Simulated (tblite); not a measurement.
C5H6BO3 (doublet state).
Bonds: C1–C2, C2–C3 (aromatic), C3–C4 (aromatic), C4–C5 (aromatic), C5–B6, B6–O7, B6–O8, C5–O9 (aromatic), C2–O9 (aromatic). Hydrogens: H10, H11 on C1; H12 on C3; H13 on C4; H14 on O7; H15 on O8.
Bond orders are those of one Lewis drawing.

Computed with GFN2-xTB (tblite), gas phase: L-BFGS steps from a force-field or distance-geometry start until the largest atomic force falls under 0.01 eV/Å.

Step 53: E = -740.6446 eV
```
atom  x, y, z in Å  |  force x, y, z in eV/Å
C1     -2.8468    0.8847   -0.1039   -0.069  -0.044   0.037
C2     -1.6627    0.2333   -0.2596    0.015  -0.037   0.031
C3     -1.3860   -1.0885   -0.6951    0.050  -0.034   0.022
C4     -0.0152   -1.2430   -0.6168    0.079   0.006   0.044
C5      0.5218   -0.0505   -0.1337    0.111  -0.003  -0.030
B6      1.9804    0.2665    0.3160    0.008  -0.004   0.058
O7      2.2156    1.4151    0.9955   -0.045   0.061   0.042
O8      2.9469   -0.6628    0.0755   -0.051  -0.058  -0.004
O9     -0.4838    0.8400    0.0596    0.058  -0.048   0.078
H10    -2.8681    1.8718    0.3107   -0.029   0.099  -0.046
H11    -3.7723    0.4018   -0.3503    0.014   0.009  -0.006
H12    -2.1154   -1.8255   -0.9614   -0.025   0.050  -0.098
H13     0.5661   -2.1089   -0.8617   -0.013  -0.016   0.015
H14     3.0997    1.5519    1.3388   -0.020   0.011  -0.066
H15     3.8154   -0.4781    0.4401   -0.082   0.006  -0.078
```

Step 54: E = -740.6481 eV
```
atom  x, y, z in Å  |  force x, y, z in eV/Å
C1     -2.8477    0.8850   -0.1019   -0.023  -0.043   0.016
C2     -1.6631    0.2319   -0.2510    0.008  -0.064  -0.009
C3     -1.3856   -1.0886   -0.6947    0.054  -0.021   0.008
C4     -0.0140   -1.2450   -0.6156    0.038   0.003   0.112
C5      0.5195   -0.0567   -0.1169    0.124  -0.001  -0.096
B6      1.9791    0.2665    0.3209    0.019  -0.015   0.056
O7      2.2173    1.4183    0.9916   -0.030   0.096   0.078
O8      2.9441   -0.6607    0.0727   -0.006  -0.100   0.000
O9     -0.4844    0.8354    0.0758    0.027  -0.090   0.095
H10    -2.8727    1.8719    0.3137   -0.020   0.091  -0.041
H11    -3.7698    0.4088   -0.3696   -0.011  -0.009   0.006
H12    -2.1139   -1.8233   -0.9749   -0.005   0.082  -0.076
H13     0.5667   -2.1145   -0.8562   -0.041   0.047   0.009
H14     3.1030    1.5593    1.3302   -0.032   0.006  -0.077
H15     3.8172   -0.4805    0.4295   -0.101   0.019  -0.081
```

Step 55: E = -740.6523 eV
```
atom  x, y, z in Å  |  force x, y, z in eV/Å
C1     -2.8488    0.8851   -0.0999    0.037  -0.040  -0.010
C2     -1.6632    0.2294   -0.2400    0.003  -0.074  -0.035
C3     -1.3839   -1.0887   -0.6947    0.043   0.003   0.001
C4     -0.0118   -1.2477   -0.6108   -0.022  -0.009   0.151
C5      0.5186   -0.0646   -0.0961    0.090  -0.002  -0.126
B6      1.9781    0.2654    0.3294    0.026  -0.016   0.042
O7      2.2180    1.4230    0.9879    0.013   0.106   0.107
O8      2.9395   -0.6604    0.0692    0.049  -0.121   0.015
O9     -0.4846    0.8269    0.1007   -0.020  -0.108   0.090
H10    -2.8806    1.8709    0.3191    0.001   0.065  -0.039
H11    -3.7661    0.4192   -0.3983   -0.030  -0.033   0.022
H12    -2.1126   -1.8178   -0.9924    0.028   0.107  -0.052
H13     0.5669   -2.1207   -0.8488   -0.053   0.095   0.000
H14     3.1070    1.5718    1.3160   -0.055   0.000  -0.086
H15     3.8190   -0.4838    0.4124   -0.112   0.028  -0.081
```

Step 56: E = -740.6570 eV
```
atom  x, y, z in Å  |  force x, y, z in eV/Å
C1     -2.8499    0.8845   -0.0984    0.117  -0.038  -0.037
C2     -1.6635    0.2252   -0.2278    0.000  -0.055  -0.034
C3     -1.3814   -1.0887   -0.6953    0.012   0.027   0.003
C4     -0.0099   -1.2507   -0.6020   -0.072  -0.028   0.140
C5      0.5184   -0.0733   -0.0735    0.022  -0.005  -0.096
B6      1.9774    0.2632    0.3411    0.029  -0.004   0.014
O7      2.2190    1.4285    0.9854    0.061   0.078   0.113
O8      2.9348   -0.6616    0.0662    0.086  -0.114   0.038
O9     -0.4859    0.8146    0.1328   -0.057  -0.091   0.057
H10    -2.8906    1.8698    0.3209    0.036   0.057  -0.019
H11    -3.7609    0.4311   -0.4283   -0.077  -0.080   0.019
H12    -2.1109   -1.8093   -1.0146    0.060   0.115  -0.028
H13     0.5653   -2.1256   -0.8413   -0.036   0.107  -0.013
H14     3.1131    1.5853    1.2966   -0.075   0.000  -0.083
H15     3.8208   -0.4851    0.3919   -0.107   0.031  -0.074
```

Q: Estimate the geometry and energy of step 57. (The exact step hangs on the optimiser's Hessian estimate; all steps are aligned on step 56, rigid shifts and turns removed.)

A: E = -740.6608 eV, largest force 0.145 eV/Å
```
atom  x, y, z in Å  |  force x, y, z in eV/Å
C1     -2.8509    0.8833   -0.0992    0.107  -0.009  -0.053
C2     -1.6646    0.2204   -0.2176    0.000  -0.013  -0.007
C3     -1.3799   -1.0882   -0.6966   -0.012   0.042   0.015
C4     -0.0101   -1.2537   -0.5903   -0.085  -0.038   0.083
C5      0.5178   -0.0812   -0.0526   -0.041  -0.009  -0.019
B6      1.9771    0.2601    0.3532    0.023   0.011  -0.013
O7      2.2215    1.4328    0.9849    0.105   0.027   0.096
O8      2.9320   -0.6636    0.0651    0.095  -0.078   0.060
O9     -0.4892    0.8011    0.1649   -0.064  -0.037   0.013
H10    -2.8988    1.8685    0.3235    0.059   0.002  -0.025
H11    -3.7570    0.4405   -0.4583   -0.057  -0.083   0.036
H12    -2.1092   -1.7991   -1.0354    0.061   0.088  -0.021
H13     0.5617   -2.1277   -0.8348    0.005   0.072  -0.026
H14     3.1223    1.5955    1.2746   -0.098   0.003  -0.073
H15     3.8232   -0.4808    0.3724   -0.098   0.022  -0.066
```

The energy changes by -0.0039 eV. The first-order estimate −F·Δx gives -0.0056 eV and the mean of the old and new forces, exact on a quadratic surface, -0.0039 eV. The step makes an angle of 80° with the force vector and moves no atom by more than 0.035 Å.

What follows is the cost of the whole relaxation. The run took 0.79 s wall on one thread of an Arm Neoverse N1 (shared host).
